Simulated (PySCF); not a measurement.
## Excitation energy of C by level of theory

C [He] 2s2 2p2 (3P) → C [He] 2s1 2p3, s spin flipped, as a difference of total energies. All numbers are calculated (PySCF 2.14, the spin-free X2C one-electron Hamiltonian (Gaussian nucleus), in x2c-QZVPPall (7s4p3d2f1g, 57 functions)). Correlated levels: valence: 1s2 frozen. The calculations carry no spin-orbit coupling.

```tsv
method	excitation energy (eV)
UHF	11.996
MP2 (valence)	10.283
SCS-MP2 (valence)	10.190
```

Task: How much does correlation contribute at MP2 (valence)?

Result: 10.283 − (11.996) = -1.713 eV, measured against UHF.

The upper determinant mixes two multiplicities, so it lies between the two terms.

The coupled-cluster amplitudes are large for the upper state (T1 above 0.03 or a double amplitude above 0.15), so a single reference is strained.
